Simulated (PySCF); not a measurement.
Compound: C3H10FGeN.
Z-matrix (Å and degrees, PBE0-D3(BJ)/def2-SVP geometry), rows numbered from 1:
```
C 
N   1  1.4415
C   2  1.4396  1  113.96
Ge  2  1.8348  1  118.35  3  -146.80
C   4  1.9775  2  112.18  1    71.21
F   5  1.3806  4  108.57  2   -63.93
H   1  1.1059  2  110.29  3   -56.76
H   1  1.1104  2  113.73  3    63.83
H   1  1.1011  2  110.60  3  -175.28
H   3  1.1121  2  113.98  1   -62.70
H   3  1.1016  2  110.74  1   175.80
H   3  1.1061  2  110.36  1    57.40
H   4  1.5383  2  107.07  1   -47.48
H   4  1.5421  2  107.36  1  -168.84
H   5  1.1040  4  110.66  2    55.65
H   5  1.1043  4  111.58  2   175.65
```

Level of theory: core-valence-separated Tamm–Dancoff BHandHLYP/aug-pcX-1 (pcseg-1 on H, def2-SVPD on Ge) in PySCF, non-relativistic, gas phase, PBE0-D3(BJ)/def2-SVP geometry. The energies are unshifted.

Question: Give energies, oscillator strengths and core holes at the F K edge.

Answer: 
```csv
E (eV),f,core hole on,main final orbital
684.82,0.0286,F6,spread
686.35,0.0059,F6,LUMO (56 %)
687.29,0.0020,F6,LUMO+1 (53 %)
687.34,0.0010,F6,LUMO+3 (53 %)
687.57,0.0051,F6,spread
687.74,0.0007,F6,LUMO+4 (41 %)
688.09,0.0016,F6,LUMO+6 (31 %)
```

The first line with a tenth or more of the strongest one's intensity is at 684.82 eV (f = 0.029), with the hole on F6 (alkyl fluorine). It is also the strongest listed.

Question: What does the C 1s absorption edge look like?

Answer: 
| E (eV) | f | core hole on | main final orbital |
| --- | --- | --- | --- |
| 286.08 | 0.0120 | C3 | LUMO (54 %) |
| 286.13 | 0.0124 | C1 | LUMO+1 (41 %) |
| 286.26 | 0.0497 | C5 | spread |
| 286.77 | 0.0599 | C1/C3 | LUMO+4 (2 roots, f summed) |
| 286.89 | 0.0299 | C3 | spread |
| 286.94 | 0.0307 | C1 | spread |
| 287.04 | 0.0124 | C1 | spread |
| 287.08 | 0.0123 | C3 | spread |
| 287.43 | 0.0047 | C5 | LUMO (45 %) |
| 287.54 | 0.0033 | C1 | LUMO (63 %) |
| 287.80 | 0.0033 | C3 | spread |
| 287.84 | 0.0381 | C5 | spread |
| 287.88 | 0.0079 | C1/C3 | spread (2 roots, f summed) |

The first line with a tenth or more of the strongest one's intensity is at 286.08 eV (f = 0.012), with the hole on C3 (N-methyl carbon). The strongest listed is at 286.77 eV (f = 0.060, sum of 2; C1/C3).

Question: Give energies, oscillator strengths and core holes at the N K edge.

Answer: 
| E (eV) | f | core hole on | main final orbital |
| --- | --- | --- | --- |
| 399.56 | 0.0223 | N2 | LUMO+3 (30 %) |
| 400.56 | 0.0002 | N2 | LUMO (80 %) |
| 400.74 | 0.0085 | N2 | LUMO+1 (45 %) |
| 401.02 | 0.0084 | N2 | LUMO+2 (72 %) |
| 401.27 | 0.0075 | N2 | LUMO+4 (42 %) |
| 401.49 | 0.0027 | N2 | LUMO+5 (34 %) |
| 401.56 | 0.0026 | N2 | LUMO+6 (31 %) |

The first line with a tenth or more of the strongest one's intensity is at 399.56 eV (f = 0.022), with the hole on N2 (nitrogen bonded to 2 C and Ge). It is also the strongest listed.

Roots within 0.03 eV whose holes lie on the same, on equivalent or on shared atoms are summed into one line, and the highest roots are left out, as the search may have cut off their partners. Final orbitals are the ground state's empty Kohn–Sham orbitals.

Question: What length of transition dipole belongs to the line at 684.82 eV?

Answer: From f = (2/3) ΔE |μ|² in atomic units, with ΔE = 25.167 Eh and f = 0.0286: |μ| = 0.041 au = 0.10 D.

Only the lowest roots of each edge were sought. Relativistic effects, spin–orbit coupling among them, are left out although an element past zinc is present.

One conformer stands for the species.
